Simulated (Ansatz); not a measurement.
CH$_{3}$F$_{4}$OTa (`C[O][Ta]([F])([F])([F])[F]`) from Hartree–Fock to CCSD(T)

Cartesian coordinates in Å:
```
C -0.993 1.272 -0.707
O 0.123 0.432 -0.515
Ta 0.815 -0.950 0.485
F 2.457 -1.013 -0.437
F 0.445 -2.677 -0.114
F 1.736 -0.476 2.035
F -0.757 -1.052 1.533
H -1.775 1.023 0.015
H -0.682 2.309 -0.573
H -1.369 1.133 -1.722
```

The species carries charge 0 and has multiplicity 1. Correlated methods include outer-core shells of Ta, which these sets cover unevenly. Ta: def2 effective core potential. Geometry: relaxed with PBE0-D4/def2-TZVP. It is one conformer, not always the lowest. Frozen core, restricted reference, Ansatz.

```json
{"basis": "def2-SVP", "HF (Eh)": "-568.51748", "MP2 corr.": "-1.36569", "CCSD corr.": "-1.36827", "(T)": "-0.03687", "CCSD(T) total": "-569.92262"}
{"basis": "def2-TZVPP", "HF (Eh)": "-569.19317", "MP2 corr.": "-1.81481", "CCSD corr.": "–", "(T)": "–", "CCSD(T) total": "–"}
{"basis": "def2-QZVPP", "HF (Eh)": "-569.21795", "MP2 corr.": "-1.99204", "CCSD corr.": "–", "(T)": "–", "CCSD(T) total": "–"}
```
